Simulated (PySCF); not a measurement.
Mayer bond orders and bond lengths

Species: C₃H₅NSSi.
Atom-mapped SMILES: `[H]/[N:1]=[CH:2]\[C:3]1=[CH:4][SiH2:5][S:6]1` (hydrogens: H7 on N1; H8 on C2; H9 on C4; H10, H11 on Si5)

Cartesian coordinates in Å at the GFN2-xTB level; atoms count from 1:
```
atom  x, y, z in Å
N1    -2.5719    0.6458    0.9125
C2    -1.7599   -0.2335    0.5251
C3    -0.3490   -0.0603    0.2292
C4     0.5634   -0.9676   -0.1887
Si5    2.0547    0.1582   -0.2915
S6     0.4500    1.5198    0.3905
H7    -2.1550    1.5730    1.0191
H8    -2.1406   -1.2446    0.3914
H9     0.3575   -2.0085   -0.3713
H10    3.0574    0.0475    0.7531
H11    2.4988    0.5729   -1.6105
```

Bond orders from the PBE0/pcSseg-1 density (PySCF). Isolated species at its GFN2-xTB geometry (one conformer only).

(1) Where do the orders between heavy atoms depart from those drawn in the SMILES?

(2) Give the Mayer order of every bond, beside its length.

Answers

(1) The largest departure is 0.348, at C3–C4 (drawn double, 1.652). Drawn single, order below 0.88: Si5–S6 (0.841). Drawn double or triple, more than 0.30 short of the drawn order: C3–C4 (1.652).

(2) 
```json
{"bond": "N1–C2", "drawn as": "double", "length (Å)": "1.258", "Mayer order": "2.038"}
{"bond": "C2–C3", "drawn as": "single", "length (Å)": "1.452", "Mayer order": "1.001"}
{"bond": "C3–C4", "drawn as": "double", "length (Å)": "1.353", "Mayer order": "1.652"}
{"bond": "C4–Si5", "drawn as": "single", "length (Å)": "1.871", "Mayer order": "0.920"}
{"bond": "Si5–S6", "drawn as": "single", "length (Å)": "2.212", "Mayer order": "0.841"}
{"bond": "S6–C3", "drawn as": "single", "length (Å)": "1.778", "Mayer order": "1.065"}
{"bond": "N1–H7", "drawn as": "single", "length (Å)": "1.022", "Mayer order": "0.932"}
{"bond": "C2–H8", "drawn as": "single", "length (Å)": "1.089", "Mayer order": "0.954"}
{"bond": "C4–H9", "drawn as": "single", "length (Å)": "1.077", "Mayer order": "0.974"}
{"bond": "Si5–H10", "drawn as": "single", "length (Å)": "1.452", "Mayer order": "0.924"}
{"bond": "Si5–H11", "drawn as": "single", "length (Å)": "1.452", "Mayer order": "0.924"}
```

By pair of heavy elements: C–C: lowest C2–C3 (1.001, 1.452 Å), highest C3–C4 (1.652, 1.353 Å).

Q: Sum the orders of all bonds at each heavy atom with more than one neighbour and set the sums beside the valence in the SMILES.

A: N1 2.970 (drawn 3), C2 3.993 (drawn 4), C3 3.718 (drawn 4), C4 3.546 (drawn 4), Si5 3.609 (drawn 4), S6 1.906 (drawn 2). Orders between atoms that aren't bonded are not in these sums.

Mayer orders depend on the basis set.

These values come from a run that also computed NMR shieldings. Time: 30 s of wall time; peak memory 0.69 GiB. Hardware: one thread, Arm Neoverse N1 (aarch64), on a shared host.
